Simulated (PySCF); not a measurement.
Can point charges reproduce the dipole moment of `CC(C)=CC(C)C` (2,4-dimethyl-2-pentene)?

Coordinates (GFN2-xTB, Å) and charges (e) from the PBE0/pcSseg-1 density (PySCF):

```tsv
atom	x	y	z	Mulliken	IAO	Hirshfeld	ESP-fitted
C1	2.473	-0.809	0.695	-0.1629	-0.4204	-0.1201	-0.5788
C2	1.320	-0.032	0.124	-0.4290	+0.0160	+0.0080	+0.4727
C3	1.745	1.208	-0.606	-0.1595	-0.4249	-0.1183	-0.5935
C4	0.070	-0.447	0.281	-0.0115	-0.1744	-0.0564	-0.6733
C5	-1.198	0.188	-0.211	-0.3526	-0.0931	-0.0198	+0.6207
C6	-1.926	-0.776	-1.152	-0.2042	-0.4139	-0.1192	-0.6121
C7	-2.092	0.541	0.980	-0.2042	-0.4139	-0.1193	-0.5874
H8	3.037	-0.190	1.393	+0.1161	+0.1420	+0.0409	+0.1527
H9	3.154	-1.112	-0.100	+0.1162	+0.1420	+0.0409	+0.1533
H10	2.132	-1.698	1.218	+0.1059	+0.1422	+0.0423	+0.1466
H11	2.415	0.943	-1.424	+0.1196	+0.1455	+0.0433	+0.1587
H12	0.905	1.759	-1.015	+0.1120	+0.1408	+0.0413	+0.1500
H13	2.293	1.865	0.069	+0.1198	+0.1456	+0.0433	+0.1588
H14	-0.100	-1.365	0.832	+0.0738	+0.1254	+0.0346	+0.2077
H15	-0.978	1.106	-0.761	+0.1149	+0.1238	+0.0363	-0.0238
H16	-2.846	-0.328	-1.520	+0.1065	+0.1348	+0.0382	+0.1355
H17	-2.176	-1.697	-0.630	+0.1004	+0.1328	+0.0369	+0.1558
H18	-1.296	-1.023	-2.003	+0.1160	+0.1410	+0.0362	+0.1422
H19	-1.580	1.231	1.647	+0.1160	+0.1410	+0.0361	+0.1351
H20	-2.346	-0.355	1.542	+0.1003	+0.1328	+0.0369	+0.1510
H21	-3.015	1.007	0.640	+0.1066	+0.1348	+0.0381	+0.1282
```

**Question.** Form Σ q r in debye for every column and set it beside the full dipole.

**Answer.** The full density gives (0.25, 0.24, -0.13) D, 0.37 D in size; dipole vectors point from the negative to the positive end.

```
    scheme    μx    μy     μz  size (D)  share of the full size (%)  angle to the full dipole (°)
  Mulliken  0.35  0.28  -0.14      0.47                         126                             5
       IAO  0.33  0.13  -0.06      0.36                          96                            23
 Hirshfeld  0.28  0.11  -0.05      0.30                          81                            24
ESP-fitted  0.27  0.24  -0.13      0.38                         103                             2
```

**Question.** Which set comes closest?

**Answer.** Length of the difference vector: ESP-fitted 0.02 D, Mulliken 0.11 D, IAO 0.15 D, Hirshfeld 0.15 D. Closest: ESP-fitted. 

**Question.** What is left for the Hirshfeld atoms' own dipoles?

**Answer.** The Hirshfeld atoms' densities add up to the full density, so μ = Σ q r + Σ (atomic dipoles). The atomic dipoles sum to (0.25, 0.24, -0.13) − (0.28, 0.11, -0.05) = (-0.03, 0.13, -0.08) D, 0.15 D in size.

**Question.** With the origin at the mean of the coordinates, (0.000, 0.001, 0.000) Å, which are the largest single terms, by size, of the Mulliken dipole along the direction of the full one?

**Answer.** C2 -1.72, C3 -1.67, H13 +1.58, H11 +1.58, C6 +1.39 D; all 21 atoms together +0.47 D. The single terms depend on the origin, their sum doesn't.

**Question.** Give the size of the full dipole in other units.

**Answer.** 0.37 D = 0.146 au = 0.078 e·Å = 1.24 × 10⁻³⁰ C·m.

Isolated species at its GFN2-xTB geometry (one conformer only).

Shape of the structure used: `[CH3:1][C:2]([CH3:3])=[CH:4][CH:5]([CH3:6])[CH3:7]`: C2–C4–C5–C6 120°.
